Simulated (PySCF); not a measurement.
Cost of excited-state runs on `C(=C\SC)/C=C/Cl`, C5H7ClS

Geometry (Å), atoms numbered from 1 in this order:
```xyz
14

C    -2.024   -0.478   -0.352
S    -1.733    1.218    0.171
C    -0.002    1.323    0.178
C     0.914    0.379   -0.126
C     2.337    0.629   -0.071
C     3.266   -0.294   -0.368
Cl    4.958    0.018   -0.297
H    -1.614   -0.662   -1.356
H    -3.114   -0.610   -0.381
H    -1.596   -1.195    0.365
H     0.330    2.322    0.480
H     0.597   -0.623   -0.430
H     2.670    1.628    0.231
H     3.019   -1.312   -0.677
```

PySCF with density fitting, on 1 thread of an AMD EPYC 9R14, shared host. Command: `OMP_NUM_THREADS=1 python excited_run.py task.json out`

How long does each of these runs take, and how much memory?
- first hyperpolarisability, CAM-B3LYP/aug-cc-pVDZ; usual settings
- excited states, CAM-B3LYP/def2-TZVP; Tamm-Dancoff; spin-orbit couplings; 6 states; 5 triplets; quadratic response for 4 states; IEF-PCM acetonitrile
- excited states, CAM-B3LYP/def2-TZVP; Tamm-Dancoff; spin-orbit couplings; 6 states; 5 triplets; quadratic response for 4 states
- excited states, CAM-B3LYP/aug-cc-pVDZ; two-photon moments; 8 states; quadratic response for 6 states; 0 triplets


| run | level | basis functions | wall time | peak memory (GiB) |
| --- | --- | --- | --- | --- |
| first hyperpolarisability | CAM-B3LYP/aug-cc-pVDZ | 232 | 28 s | 0.94 |
| excited states | CAM-B3LYP/def2-TZVP | 271 | 41 s | 1.2 |
| excited states | CAM-B3LYP/def2-TZVP | 271 | 40 s | 1.1 |
| excited states | CAM-B3LYP/aug-cc-pVDZ | 232 | 36 s | 0.98 |

Times from a shared host are rough.
